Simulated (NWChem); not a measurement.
System: CH₄F₂NNb; SMILES [CH3][Nb](=[NH])([F])[F]

The following NWChem deck was run.

```
start job
memory heap 200 mb stack 900 mb global 1100 mb
geometry units angstroms noautoz
  Nb     0.019644    -0.000209    -0.015607
  N      0.444441     0.003763    -1.717470
  H      0.793600     0.006259    -2.679847
  F      0.588217    -1.614557     0.776559
  F      0.580267     1.614202     0.782084
  C     -2.128765    -0.005310    -0.086336
  H     -2.504943    -0.901258    -0.623942
  H     -2.509010     0.891677    -0.619360
  H     -2.531534    -0.008835     0.951564
end
basis spherical
  * library def2-svp
end
ecp
  Nb library def2-ecp
end
dft
  xc xcamb88 1.00 lyp 0.81 vwn_5 0.19 hfexch 1.00
  cam 0.33 cam_alpha 0.19 cam_beta 0.46
  iterations 150
  mulliken
end
task dft energy
```

Parts of the log:

```
             Northwest Computational Chemistry Package (NWChem) 7.3.0
             --------------------------------------------------------

 CS  symmetry detected

                             Geometry "geometry" -> ""
                             -------------------------

 Output coordinates in angstroms (scale by  1.889725989 to convert to a.u.)

  No.       Tag          Charge          X              Y              Z
 ---- ---------------- ---------- -------------- -------------- --------------
    1 Nb                  41.0000     0.08534107     0.01937916     0.00000000
    2 N                    7.0000    -0.12492353     1.76081384     0.00000000
    3 H                    1.0000    -0.14204965     2.78443214     0.00000000
    4 F                    9.0000     0.89637101    -0.52183484     1.61438667
    5 F                    9.0000     0.89637101    -0.52183484    -1.61438667
    6 C                    6.0000    -1.94694967    -0.68096622     0.00000000
    7 H                    1.0000    -2.49124182    -0.31579241     0.89647222
    8 H                    1.0000    -2.49124182    -0.31579241    -0.89647222
    9 H                    1.0000    -1.95296629    -1.79426535     0.00000000

 Effective nuclear repulsion energy (a.u.)     473.8507447206

      Symmetry information
      --------------------

 Group name             Cs
 Group number              2
 Group order               2
 No. of unique centers     7

                                 NWChem DFT Module
                                 -----------------

 Summary of "ao basis" -> "ao basis" (spherical)
 ------------------------------------------------------------------------------
       Tag                 Description            Shells   Functions and Types
 ---------------- ------------------------------  ------  ---------------------
 Nb                         def2-svp                11       31   5s3p2d1f
 N                          def2-svp                 6       14   3s2p1d
 H                          def2-svp                 3        5   2s1p
 F                          def2-svp                 6       14   3s2p1d
 C                          def2-svp                 6       14   3s2p1d

      Symmetry analysis of basis
      --------------------------

        a'         68
        a"         39

            General Information
            -------------------
          SCF calculation type: DFT
          Wavefunction type:  closed shell.
          No. of atoms     :     9
          No. of electrons :    48
           Alpha electrons :    24
            Beta electrons :    24
          Charge           :     0
          Spin multiplicity:     1
          Use of symmetry is: on ; symmetry adaption is: on
          Maximum number of iterations: 150
          AO basis - number of functions:   107
                     number of shells:    47
          Convergence on energy requested:  1.00D-06
          Convergence on density requested:  1.00D-05
          Convergence on gradient requested:  5.00D-04

              XC Information
              --------------
                     Hartree-Fock (Exact) Exchange  1.000
                   CAM-Becke88 Exchange Functional  1.000
                      VWN V Correlation Functional  0.190 local
              Lee-Yang-Parr Correlation Functional  0.810

           Range-Separation Parameters
           ---------------------------
           Alpha           :  0.19
           Beta            :  0.46
           Gamma           :  0.33
           Short-Range HF  :     F

             Grid Information
             ----------------
          Grid used for XC integration:  medium
          Radial quadrature: Mura-Knowles
          Angular quadrature: Lebedev.
          Tag              B.-S. Rad. Rad. Pts. Rad. Cut. Ang. Pts.
          ---              ---------- --------- --------- ---------
          Nb                  1.45      123           9.0       590
          N                   0.65       49          11.0       434
          H                   0.35       45          12.0       434
          F                   0.50       49          11.0       434
          C                   0.70       49          11.0       434
          Grid pruning is: on
          Number of quadrature shells:   405
          Spatial weights used:  Erf1

      Superposition of Atomic Density Guess
      -------------------------------------

 Sum of atomic energies:        -357.20286786

      Non-variational initial energy
      ------------------------------

 Total energy =    -349.377510
 1-e energy   =    -916.788162
 2-e energy   =     357.014982
 HOMO         =      -0.351193
 LUMO         =      -0.019874

      Symmetry analysis of molecular orbitals - initial
      -------------------------------------------------

  Numbering of irreducible representations:

     1 a'          2 a"

  Orbital symmetries:

     1 a'          2 a"          3 a'          4 a'          5 a'
     6 a"          7 a'          8 a'          9 a'         10 a"
    11 a'         12 a'         13 a'         14 a"         15 a"
    16 a'         17 a'         18 a"         19 a'         20 a'
    21 a"         22 a'         23 a"         24 a'         25 a'
    26 a"         27 a'         28 a'         29 a'         30 a'
    31 a"         32 a'         33 a"         34 a'

     ---------------------------------------------
      Total Density - Mulliken Population Analysis
     ---------------------------------------------

[...]
```

Level: CAM-B3LYP/def2-SVP with def2 effective core potentials on Nb. Structure relaxed at the PBE-D3(BJ)/def2-SVP level. No frequency run checked for a minimum. def2 effective core potentials on Nb; no spin-orbit coupling.
